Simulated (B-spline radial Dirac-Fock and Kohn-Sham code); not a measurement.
# Auger decay of the 3s hole in Ho⁺

System: holmium as Ho⁺, configuration 1s2 2s2 2p6 3s2 3p6 3d10 4s2 4p6 4d10 4f11 5s2 5p6 6s1.

Method: a relativistic independent-particle model: LDA orbitals of the hole state, radiative multipoles to third order, Auger rates from the Coulomb interaction with a continuum orbital, Dirac-Fock energies. Computed with a B-spline atomic structure program. Kinetic energies are configuration averages from the vacuum level; the two-hole energies are estimated from single-hole states.

```tsv
transition	kinetic energy (eV)	width (meV)	share (%)
M1-M3N2	1.33	1330	7.4
M1-M2N4	2.28	961	5.4
M1-M2N5	9.47	1650	9.3
M1-M3N3	43.12	1680	9.4
M1-M2O1	–	155	0.9
M1-M2O3	160.7	195	1.1
M1-M2N6	176.3	592	3.3
M1-M2N7	177.3	793	4.4
M1-M3N4	181.8	690	3.9
M1-M3N5	189.4	993	5.6
M1-M4N1	271.6	459	2.6
M1-M3O1	–	179	1.0
M1-M5N1	310.0	658	3.7
M1-M3O2	334.9	152	0.8
M1-M3O3	340.4	200	1.1
M1-M3N6	355.7	1910	10.7
M1-M3N7	357.0	2410	13.5
M1-M5N3	435.4	192	1.1
M1-M4N4	537.2	154	0.9
M1-M4N5	543.6	198	1.1
M1-M5N4	574.5	215	1.2
M1-M5N5	582.7	316	1.8
M1-M5N7	750.5	172	1.0
M1-N1N5	1498.8	151	0.8
```

A dash stands for an energy that rests on an unreliable hole state.

Coster-Kronig rates are the weakest part of this model and often come out 1.5 to 2.5 times too large. Channels within a few eV of threshold rest on estimated energies and may be closed in reality. The listed channels hold 92 % of the non-radiative rate. Summed by principal shells, of 17.9 eV in all: MMN 88.8 %, MMO 6.6 %, MNN 3.9 %, MNO 0.5 %.
